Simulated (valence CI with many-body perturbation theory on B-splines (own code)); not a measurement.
Tc³⁷⁺: calculated level list

Calculated by relativistic CI+MBPT: four valence electrons over a frozen Dirac-Fock core [He], a basis of 9 s, 9 p, 8 d, 6 f, 3 g, 1 h functions for each j, with the one-electron correlation potential Σ1 (screened to all orders), the two-electron term Σ2, the three-electron term Σ3, Breit, model QED; selected single and double excitations, second order for the rest, scaled by the run's own slope (own B-spline code, finite nucleus).

No measured spectrum was set against this ion. As an estimate, large intervals hold to a few tenths of a per cent, small ones and those within an open d or f shell to about a per cent. Among the levels kept, up to 990 cm⁻¹ of a level comes from second order outside the variational space, and about a tenth of that is noise between levels of different J, which matters for small intervals.

Levels 1 to 45 of 53, with energies above the lowest level, (2s^2 2p1/2^2) J=0. "Leading %" is the weight of the configuration and term that name the level; weights of strongly mixed levels are sums over their largest components and can fall short, so below about 35 % the name and the second component can differ from the true leading terms, or belong to a minority configuration. In the jj column 3d3/2^4 stands for four electrons in 3d with j = 3/2.

| No. | Configuration | Term | J | E (eV) | Leading % | g | Leading jj |
| --- | --- | --- | --- | --- | --- | --- | --- |
| 1 | 2s²2p² | ³P | 0 | 0.0 | 74 |  | 2s^2 2p1/2^2 (99 %) |
| 2 | 2s²2p² | ³P | 1 | 115.7 | 100 | 1.490 | 2s^2 2p1/2 2p3/2 (100 %) |
| 3 | 2s²2p² | ¹D | 2 | 128.3 | 58 | 1.197 | 2s^2 2p1/2 2p3/2 (99 %) |
| 4 | 2s2p³ | ⁵S° | 2 | 246.9 | 51 | 1.694 | 2s 2p1/2^2 2p3/2 (90 %) |
| 5 | 2s²2p² | ³P | 2 | 253.0 | 58 | 1.280 | 2s^2 2p3/2^2 (98 %) |
| 6 | 2s²2p² | ¹S | 0 | 282.9 | 73 |  | 2s^2 2p3/2^2 (98 %) |
| 7 | 2s2p³ | ³D° | 1 | 296.2 | 46 | 1.003 | 2s 2p1/2^2 2p3/2 (94 %) |
| 8 | 2s2p³ | ³D° | 2 | 359.2 | 54 | 1.475 | 2s 2p1/2 2p3/2^2 (92 %) |
| 9 | 2s2p³ | ³D° | 3 | 384.6 | 100 | 1.321 | 2s 2p1/2 2p3/2^2 (100 %) |
| 10 | 2s2p³ | ³P° | 0 | 411.4 | 100 |  | 2s 2p1/2 2p3/2^2 (100 %) |
| 11 | 2s2p³ | ³D° | 1 | 421.0 | 36 | 1.274 | 2s 2p1/2 2p3/2^2 (95 %) |
| 12 | 2s2p³ | ¹D° | 2 | 430.6 | 64 | 1.115 | 2s 2p1/2 2p3/2^2 (92 %) |
| 13 | 2s2p³ | ³P° | 1 | 436.8 | 36 | 1.441 | 2s 2p1/2 2p3/2^2 (94 %) |
| 14 | 2s2p³ | ³P° | 2 | 532.3 | 49 | 1.338 | 2s 2p3/2^3 (92 %) |
| 15 | 2s2p³ | ¹P° | 1 | 574.7 | 49 | 1.238 | 2s 2p3/2^3 (95 %) |
| 16 | 2p⁴ | ³P | 2 | 579.6 | 73 | 1.358 | 2p1/2^2 2p3/2^2 (98 %) |
| 17 | 2p⁴ | ¹S | 0 | 612.4 | 54 |  | 2p1/2^2 2p3/2^2 (97 %) |
| 18 | 2p⁴ | ³P | 1 | 702.1 | 100 | 1.491 | 2p1/2 2p3/2^3 (100 %) |
| 19 | 2p⁴ | ¹D | 2 | 716.1 | 74 | 1.119 | 2p1/2 2p3/2^3 (99 %) |
| 20 | 2p⁴ | ³P | 0 | 856.6 | 54 |  | 2p3/2^4 (98 %) |
| 21 | 2s²2p3s | ³P° | 0 | 3012.2 | 98 |  | 2s^2 2p1/2 3s (98 %) |
| 22 | 2s²2p3s | ³P° | 1 | 3014.3 | 68 | 1.335 | 2s^2 2p1/2 3s (98 %) |
| 23 | 2s²2p3p | ³D | 1 | 3054.1 | 72 | 0.662 | 2s^2 2p1/2 3p1/2 (98 %) |
| 24 | 2s²2p3p | ³P | 0 | 3075.2 | 71 |  | 2s^2 2p1/2 3p1/2 (97 %) |
| 25 | 2s²2p3p | ³P | 1 | 3096.9 | 41 | 1.507 | 2s^2 2p1/2 3p3/2 (91 %) |
| 26 | 2s²2p3p | ³D | 2 | 3100.4 | 59 | 1.167 | 2s^2 2p1/2 3p3/2 (98 %) |
| 27 | 2s2p²3s | ⁵P | 1 | 3133.4 | 59 | 2.169 | 2s 2p1/2^2 3s (84 %) |
| 28 | 2s²2p3d | ³F° | 2 | 3136.7 | 72 | 0.772 | 2s^2 2p1/2 3d3/2 (97 %) |
| 29 | 2s²2p3s | ³P° | 2 | 3142.8 | 88 | 1.457 | 2s^2 2p3/2 3s (88 %) |
| 30 | 2s²2p3s | ¹P° | 1 | 3148.6 | 67 | 1.143 | 2s^2 2p3/2 3s (97 %) |
| 31 | 2s2p²3s | ³P | 0 | 3149.5 | 77 |  | 2s 2p1/2^2 3s (91 %) |
| 32 | 2s²2p3d | ³D° | 1 | 3151.0 | 52 | 0.832 | 2s^2 2p1/2 3d3/2 (95 %) |
| 33 | 2s²2p3d | ³P° | 2 | 3156.6 | 41 | 1.292 | 2s^2 2p1/2 3d5/2 (90 %) |
| 34 | 2s²2p3d | ³F° | 3 | 3157.0 | 52 | 1.111 | 2s^2 2p1/2 3d5/2 (98 %) |
| 35 | 2s2p²3p | ⁵D° | 0 | 3175.1 | 61 |  | 2s 2p1/2^2 3p1/2 (92 %) |
| 36 | 2s2p²3p | ⁵D° | 1 | 3176.9 | 33 | 1.521 | 2s 2p1/2^2 3p1/2 (87 %) |
| 37 | 2s²2p3p | ³P | 1 | 3193.7 | 52 | 1.426 | 2s^2 2p3/2 3p1/2 (94 %) |
| 38 | 2s²2p3p | ³D | 2 | 3196.4 | 39 | 1.201 | 2s^2 2p3/2 3p1/2 (94 %) |
| 39 | 2s2p²3p | ⁵P° | 2 | 3218.3 | 29 | 1.585 | 2s 2p1/2^2 3p3/2 (89 %) |
| 40 | 2s²2p3p | ³D | 3 | 3222.3 | 92 | 1.333 | 2s^2 2p3/2 3p3/2 (92 %) |
| 41 | 2s2p²3p | ³D° | 1 | 3222.8 | 42 | 1.054 | 2s 2p1/2^2 3p3/2 (90 %) |
| 42 | 2s²2p3p | ¹P | 1 | 3223.5 | 47 | 1.407 | 2s^2 2p3/2 3p3/2 (95 %) |
| 43 | 2s2p²3s | ⁵P | 2 | 3228.0 | 82 | 1.726 | 2s 2p1/2 2p3/2 3s (90 %) |
| 44 | 2s²2p3p | ³P | 2 | 3238.9 | 49 | 1.327 | 2s^2 2p3/2 3p3/2 (84 %) |
| 45 | 2s2p²3s | ³P | 1 | 3245.4 | 73 | 1.582 | 2s 2p1/2 2p3/2 3s (94 %) |

The ionisation energy to 2s²2p ²P°1/2 of the next ion comes out as 5370.7 eV (NIST: 5361 ± 6 eV (semi-empirical)). All 53 levels together are meant to be complete up to 3275.5 eV.
